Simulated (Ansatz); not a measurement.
Consider the formal hydrolysis of a B–C bond: `FCB1N=CO1` + H₂O → `OB1N=CO1` + `CF`.

Gas-phase electronic energies from Ansatz, PBE0-D4/def2-TZVP geometries. CCSD(T)/CBS is the MP2 limit (def2-TZVPP, def2-QZVPP) plus CCSD(T) − MP2 in def2-TZVPP, frozen cores. This one scheme is used for every species. Functionals use def2-TZVPP. B3LYP here is the variant with VWN-RPA as its local correlation; programs differ in this. Each species was taken in one conformer, which may not be the lowest.

```csv
level,ΔE (kJ/mol),difference from CCSD(T)/CBS
PBE-D4,-146.0,0.7
r2SCAN-D4,-153.5,-6.8
PBE0-D4,-148.0,-1.3
B3LYP-D4,-152.0,-5.3
ωB97M-V,-149.9,-3.2
B2PLYP,-154.8,-8.1
PBE,-148.1,-1.4
PBE0,-149.9,-3.2
HF/def2-TZVPP,-162.3,-15.6
MP2/def2-TZVPP,-152.2,-5.5
CCSD/def2-TZVPP,-151.4,-4.7
CCSD(T)/def2-TZVPP,-150.6,-3.9
HF/def2-QZVPP,-162.4,-15.7
MP2/def2-QZVPP,-150.0,-3.3
MP2/CBS(def2),-148.3,-1.6
CCSD/CBS(def2),-147.5,-0.8
CCSD(T)/CBS,-146.7,0
```

Largest T1 diagnostic among the species: 0.015.

The D4 term adds +3.1 kJ/mol with B3LYP and +1.9 kJ/mol with PBE0; it sums over pairs of atoms, weighted by their polarisabilities, and B3LYP, whose exchange is more repulsive, gets the larger term. In def2-TZVPP, CCSD(T) changes the Hartree–Fock value by +11.7 kJ/mol (the triples alone add +0.8 kJ/mol) and MP2 by +10.1 kJ/mol.
